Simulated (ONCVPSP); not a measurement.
# carbon (C): excitation energies, all-electron against ONCV

```
Element                 : C (Z = 6)
Generator               : ONCVPSP 4.0.1
Type                    : optimised norm-conserving Vanderbilt (ONCV)
Functional              : PBE
Relativity              : scalar-relativistic
Frozen core             : [He]
Valence charge          : 4
Reference configuration : 2s2 2p2
Partial waves           : 2s: rc 1.35 bohr, ncon 3, nbas 7, qcut 6 1/bohr, 2 projectors, debl 2.4 Ha; 2p: rc 3.00 bohr, ncon 4, nbas 7, qcut 5.7 1/bohr, 1 projector; d scattering state at 0.1 Ha: rc 2.50 bohr, ncon 5, nbas 10, qcut 4.3 1/bohr, 3 projectors, debl 3.7 Ha
Local potential         : polynomial inside 1.30 bohr (lpopt 5, dvloc0 0 Ha)
Core correction         : Teter function, parameters optimised by the program
```

Energies are relative to the spin-unpolarised reference configuration 2s2 2p2; without spin polarisation the order of configurations can differ from experiment.

```json
{"valence configuration": "2s1 2p0", "charge": "+3", "ΔE all-electron (eV)": "83.211", "error AE − PS (meV)": "+1641"}
{"valence configuration": "2s2 2p1.5", "charge": "+0.5", "ΔE all-electron (eV)": "3.963", "error AE − PS (meV)": "+5.9"}
```

What are ΔE and the potential's error for 2s2 2p0?

ΔE = 35.017 eV all-electron; the error (AE − PS) is +871 meV.

What are ΔE and the potential's error for 2s2 2p1?

ΔE = 10.861 eV all-electron; the error (AE − PS) is +80 meV.
